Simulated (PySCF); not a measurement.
## Dipole response of Lu+ (lutetium, charge +1)

[Xe] 4f14 6s2, closed-shell 1S. All numbers are calculated (PySCF 2.14, scalar relativity by spin-free X2C-1e, in ANO-RCC-VTZP (8s7p5d3f2g1h, 104 functions)). Coupled (time-dependent) response in atomic units; α is the mean over directions. The basis has no added diffuse functions, which lowers α and C₆.

```csv
method,mean α (bohr³),C₆ (like pair),S(−4)
UHF,70.84,746.2,2105
PBE,58.05,565.5,1408
```

S(−4) is the Cauchy moment in α(ω) = α(0) + S(−4) ω² + …

α(iu) at UHF:

```
u (hartree)  α(iu) (bohr³)
          0          70.84
     0.0500          65.96
      0.100          54.84
      0.200          33.59
      0.300          21.37
      0.500          11.15
      0.750          6.730
       1.00          4.787
       1.50          2.976
       2.00          2.100
       3.00          1.260
       5.00         0.6484
```

For an ion, C₆ is the dispersion term alone; charge-induced terms of lower order in 1/R come first.

Spin-orbit coupling, which splits the p, d and f shells strongly at this Z, is absent.
